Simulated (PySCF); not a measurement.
# Molecular orbitals of TlSi

TPSSh at R = 2.693 Å; PySCF, scalar-relativistic core potentials, basis sets Tl def2-SVPD with ECP60, Si def2-SVPD. State: ⁴Σ⁻ (quartet), unpaired electrons σ ↑, π ↑↑. Only the outer orbitals are listed, counted within each symmetry, core potentials removing the inner ones.

```
spin  orbital  occ.  ε (eV)  on Tl (%)   main shells (%)
   α       7σ     1  -12.48         34  63 Si s, 31 Tl s
   α       8σ     1   -9.73         60  58 Tl s, 33 Si s
   α       9σ     1   -4.99         40  58 Si p, 33 Tl p
   α       4π     1   -4.88         20  79 Si p, 18 Tl p
   α       4π     1   -4.88         20  79 Si p, 18 Tl p
   α       5π     0   -1.91         78  75 Tl p, 17 Si p
   α       5π     0   -1.91         78  75 Tl p, 17 Si p
   α      10σ     0   -0.21         88  78 Tl s, 10 Si p
   β       7σ     1  -10.94         63  62 Tl s, 34 Si s
   β       8σ     1   -8.19         38  60 Si s, 32 Tl s
   β       9σ     0   -2.90         49  46 Tl p, 45 Si p
   β       4π     0   -2.73         58  56 Tl p, 42 Si p
   β       4π     0   -2.73         58  56 Tl p, 42 Si p
```

Which are the highest filled and the lowest empty level, where do they sit, and how wide is the gap?

Highest filled α 4π at -4.88 eV (in %: 79 Si p, 18 Tl p); lowest empty β 9σ at -2.90 eV (in %: 46 Tl p, 45 Si p); the gap at TPSSh is 1.98 eV.

```json
{
  "bond order (Mayer)": "1.30",
  "⟨S²⟩": "3.753",
  "charge on Tl (Mulliken, basis-dependent)": "0.28",
  "charge on Tl (Löwdin, basis-dependent)": "0.09",
  "dipole moment (positive dipole means Tl(−)Si(+))": "-2.60 D"
}
```

Spin–orbit coupling is left out, which matters for elements this heavy, above all for dissociation energies. The state is the lowest determinant that a PBE0 search found; another state may lie lower at other levels.
